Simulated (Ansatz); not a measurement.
A nudged elastic band was laid between two geometries of GaH8NOSi (12 atoms, charge 0, multiplicity 1).

Theory: RKS PBE0-D4/def2-mTZVP in Ansatz.

| Quantity | Value |
| --- | --- |
| movable images | 9 |
| climbing image | yes |
| spring | 5.0 eV/Å² |
| optimiser | quadratic models (default) |
| start path | through a guess of the saddle point |
| force threshold | 0.05 eV/Å |
| iteration limit | 60 |
| end points | relaxed |

First end point:

```xyz
12
Properties=species:S:1:pos:R:3
Ga 0.108 -0.003 0.207
H -0.194 -1.200 1.193
H 1.540 0.327 -0.364
O -1.269 0.496 -0.907
H -1.992 -0.136 -0.934
N -0.257 1.754 1.398
H -1.075 2.041 0.859
Si 1.067 2.946 1.405
H 2.239 2.288 2.027
H 1.319 3.319 -0.002
H 0.689 4.145 2.200
H -0.582 1.480 2.320
```

Last end point:

```xyz
12
Properties=species:S:1:pos:R:3
Ga -0.051 0.613 -0.295
H -0.336 -0.650 2.884
H 1.209 -0.299 -0.310
O -1.626 0.179 -1.026
H -1.659 -0.684 -1.447
N -0.125 2.274 0.464
H -1.026 2.727 0.369
Si 1.121 3.123 1.303
H 2.328 2.252 1.283
H 1.464 4.428 0.666
H 0.767 3.415 2.723
H -0.474 0.077 2.789
```

(1) Which bonds break or form, and what moves?

(2) Give the energies along the band, and the barrier.

(3) What is the geometry of the highest image?

Answers

(1) Bonds broken: Ga1–H2, N6–H12. Bonds formed: H2–H12. GaH8NOSi becomes GaH6NOSi + H2.

(2) The forces met the threshold. The highest image is number 5 of 0 to 10, 1.61 eV above the first end and 1.07 eV above the last; the last end lies 0.54 eV above the first. Beside the main top the profile has a ripple of under 15 meV (maxima at images 1, 5), which may be a very shallow well or noise. A vibrational analysis at the climbing image gives one clearly imaginary mode, 1427i cm⁻¹: a first-order saddle point. The orbitals stay closed-shell, which can raise the energy where a bond breaks towards radicals; this wasn't checked here.

```
image  path coordinate (Å)  energy (eV)  Ga1–H2 (Å)  N6–H12 (Å)  H2–H12 (Å)
    0                 0.00         0.00        1.58        1.02        2.93
    1                 0.62         0.03        1.58        1.02        2.89
    2                 1.25         0.02        1.58        1.02        2.74
    3                 1.87         0.12        1.59        1.02        2.34
    4                 2.49         0.49        1.63        1.03        1.72
    5                 3.11         1.61        1.88        1.40        1.01
    6                 3.68         0.93        2.28        1.98        0.77
    7                 4.26         0.63        2.70        2.47        0.75
    8                 4.83         0.56        3.03        2.91        0.75
    9                 5.41         0.55        3.24        3.19        0.75
   10                 5.98         0.54        3.43        3.22        0.75
```

(3) 
```xyz
12
Properties=species:S:1:pos:R:3:forces:R:3
Ga -0.054 0.265 0.061 0.00 0.00 0.00
H -0.323 -0.270 1.842 0.00 0.00 0.00
H 1.329 -0.252 -0.430 0.00 0.00 0.00
O -1.645 0.125 -0.755 -0.01 0.00 0.00
H -1.705 -0.553 -1.434 0.01 0.00 0.01
N -0.191 1.932 1.124 -0.01 -0.01 0.00
H -1.114 2.341 1.002 0.00 0.00 0.00
Si 1.106 3.050 1.455 0.00 0.00 0.00
H 2.268 2.237 1.901 0.00 0.00 0.00
H 1.515 3.835 0.257 0.00 0.00 0.00
H 0.721 4.005 2.529 0.00 0.00 0.00
H -0.315 0.742 1.850 0.00 0.01 0.00
```

Run time: 5.4 min on 4 threads of Arm Neoverse V2 (shared host), peak memory 0.33 GiB.
